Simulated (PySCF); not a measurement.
C3H8FNSi, SMILES C/N=C/[C@H](F)[SiH3]. Geometry: B3LYP-D3(BJ)/def2-SVP. The structure was generated by enumeration; whether it is a known compound was not checked. The values are those of a single conformer.

Give the equilibrium geometry at B3LYP-D3(BJ)/def2-SVP (PySCF confirms it by a frequency run) as bond lengths and angles. (The exact figures need the calculation; the answer reports its results.)

This is not unique; one that fits is 
Atoms: C1 N2 C3 C4 F5 Si6 H7 H8 H9 H10 H11 H12 H13 H14. Bond lengths (Å): C1–N2 1.442, C1–H7 1.108, C1–H8 1.103, C1–H9 1.103, N2–C3 1.266, C3–C4 1.501, C3–H10 1.111, C4–F5 1.399, C4–Si6 1.921, C4–H11 1.109, Si6–H12 1.487, Si6–H13 1.492, Si6–H14 1.486. Bond angles (°): N2–C1–H7 113.9, N2–C1–H8 109.4, N2–C1–H9 109.2, H7–C1–H8 108.7, H7–C1–H9 109.0, H8–C1–H9 106.4, C1–N2–C3 119.8, N2–C3–C4 120.6, N2–C3–H10 123.4, C4–C3–H10 116.0, C3–C4–F5 108.8, C3–C4–Si6 112.7, C3–C4–H11 108.6, F5–C4–Si6 109.7, F5–C4–H11 107.1, Si6–C4–H11 109.7, C4–Si6–H12 111.0, C4–Si6–H13 106.5, C4–Si6–H14 109.9, H12–Si6–H13 108.7, H12–Si6–H14 111.4, H13–Si6–H14 109.2.
Charge 0, spin multiplicity 1.
